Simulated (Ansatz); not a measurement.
The cluster Li3N⁺. The state is a doublet with charge 1. Geometry PBE0-D4/def2-TZVP.

| atom | x (Å) | y (Å) | z (Å) |
| --- | --- | --- | --- |
| Li1 | -1.397 | 0.057 | -1.167 |
| Li2 | 0.073 | -1.304 | 1.269 |
| Li3 | 1.323 | 1.246 | -0.102 |
| N4 | 0.000 | 0.000 | 0.000 |

The structure comes from a short search, and lower isomers may exist.

Estimate the α-spin orbital energies around the gap (eV) in Ansatz with PBE-D4/def2-SVP, PBE-D4/def2-TZVP, BLYP-D4/def2-TZVP, PBE0-D4/def2-SVP, PBE0-D4/def2-TZVP.


| orbital | PBE-D4/def2-SVP | PBE-D4/def2-TZVP | BLYP-D4/def2-TZVP | PBE0-D4/def2-SVP | PBE0-D4/def2-TZVP |
| --- | --- | --- | --- | --- | --- |
| HOMO−5 | -54.09 | -54.28 | -54.60 | -58.12 | -58.28 |
| HOMO−4 | -54.09 | -54.28 | -54.60 | -58.12 | -58.28 |
| HOMO−3 | -19.41 | -19.74 | -19.56 | -21.84 | -22.21 |
| HOMO−2 | -9.26 | -9.32 | -9.14 | -10.58 | -10.64 |
| HOMO−1 | -8.77 | -8.80 | -8.72 | -10.00 | -10.04 |
| HOMO | -8.77 | -8.80 | -8.72 | -10.00 | -10.04 |
| LUMO | -5.18 | -5.22 | -5.28 | -4.57 | -4.61 |
| LUMO+1 | -4.39 | -4.36 | -4.45 | -3.81 | -3.78 |
| LUMO+2 | -4.39 | -4.36 | -4.45 | -3.81 | -3.78 |
| LUMO+3 | -2.74 | -3.04 | -3.06 | -1.99 | -2.38 |
| LUMO+4 | -2.74 | -3.00 | -3.06 | -1.99 | -2.35 |
| LUMO+5 | -2.56 | -3.00 | -3.01 | -1.78 | -2.35 |
| β HOMO | -8.32 | -8.39 | -8.33 | -9.45 | -9.53 |
| β LUMO | -7.05 | -7.11 | -7.16 | -5.50 | -5.58 |
